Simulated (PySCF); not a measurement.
Relaxation of singlet AsO2(OH)

Method: PySCF, PBE0, basis As def2-TZVP, O def2-TZVP, H def2-TZVP (no relativity, density fitting). A (50,194) grid was used.

A hand-made T-shaped (ligand arrangement 2) (heavy-atom frame) start, of Cs symmetry, held to at least that symmetry:

```xyz
5
charge 0 multiplicity 1, angstrom
As    0.0060    0.0000   -0.2729
O     1.7150    0.0000   -0.2132
O    -1.7030    0.0000   -0.2132
O     0.0060    0.0000    1.5671
H    -0.7294    0.0000    2.1842
```

Optimiser trace:
```csv
step,E − E(last) (kJ/mol),largest gradient (Eh/bohr)
0,242.78,0.13302
1,77.81,0.05328
2,13.03,0.02781
3,3.43,0.03666
4,1.27,0.02260
5,0.13,0.00329
6,0.15,0.00457
7,0.03,0.00173
8,0.02,0.00073
9,0.00,0.00044
10,0.00,0.00004
```

It ends at Cs with As–O 1.597 Å, As–O 1.604 Å, As–O 1.730 Å, O–H 0.968 Å; As–O–H 108.8°, O–As–O 111.7°, O–As–O 112.1°, O–As–O 136.3°. A frequency run shows a minimum. Other isomers or separated fragments may lie lower.

Final geometry:
Z-matrix (Å, degrees; charge 0 multiplicity 1):
```
As
O  1 1.5968
O  1 1.6037 2 136.26
O  1 1.7305 2 111.67 3 180.00
H  4 0.9678 1 108.78 2 180.00
```
